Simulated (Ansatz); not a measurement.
Start from `O[SiH](F)[SiH2]I` and change one atom or group to get `C[SiH](O)F`.

Ansatz, PBE0-D4/def2-TZVP geometries, multiplicity 1. Each molecule was computed in one conformer, which needn't be the lowest.

Elements past krypton have def2 core potentials.

| property | `O[SiH](F)[SiH2]I` |
| --- | --- |
| LUMO energy (B3LYP/def2-TZVPP) / eV | -1.60 |
| HOMO energy (B3LYP/def2-TZVPP) / eV | -7.55 |
| LUMO energy (PBE0/def2-TZVPP) / eV | -1.43 |
| HOMO–LUMO gap (PBE0/def2-TZVPP) / eV | 6.34 |
| zero-point energy (PBE0-D4/def2-TZVP) / kJ/mol | 117.5 |
| HOMO–LUMO gap (B3LYP/def2-TZVPP) / eV | 5.95 |

(1) What does the change do to each property? (An estimate is asked.)

## Answers

(1) Ansatz gave: 
```tsv
property	`C[SiH](O)F`	shift
LUMO energy (B3LYP/def2-TZVPP) / eV	0.32	1.92
HOMO energy (B3LYP/def2-TZVPP) / eV	-8.69	-1.14
LUMO energy (PBE0/def2-TZVPP) / eV	0.70	2.13
HOMO–LUMO gap (PBE0/def2-TZVPP) / eV	9.60	3.26
zero-point energy (PBE0-D4/def2-TZVP) / kJ/mol	164.6	47.1
HOMO–LUMO gap (B3LYP/def2-TZVPP) / eV	9.01	3.06
```

With PBE0 the HOMO falls by 1.13 eV and the LUMO rises by 2.13 eV, so the gap widens by about 3.26 eV. PBE moves the HOMO by -0.79 eV and ωB97M-V by -1.37 eV.

B3LYP here is the variant with VWN-RPA as its local correlation; programs differ in this.

Spin–orbit coupling is left out; it splits and shifts lone-pair levels of the heavy atoms by tenths of an eV.
